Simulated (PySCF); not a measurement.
Excitations are Tamm–Dancoff values on a coarser integration grid. The basis has no diffuse functions, so Rydberg states are missing or too high.

Species: C3H3NO, SMILES `[C-]#[N+]C(C)=O` (charge 0, multiplicity 1).

Give the HOMO–LUMO gap, S1 excitation (TDA) and S1–T1 gap (TDA) at the level PySCF with PBE-D3(BJ)/def2-TZVP // B3LYP-D3(BJ)/def2-TZVP.


* **HOMO–LUMO gap**: 3.95 eV
* **S1 excitation (TDA)**: 4.20 eV
* **S1–T1 gap (TDA)**: 0.61 eV
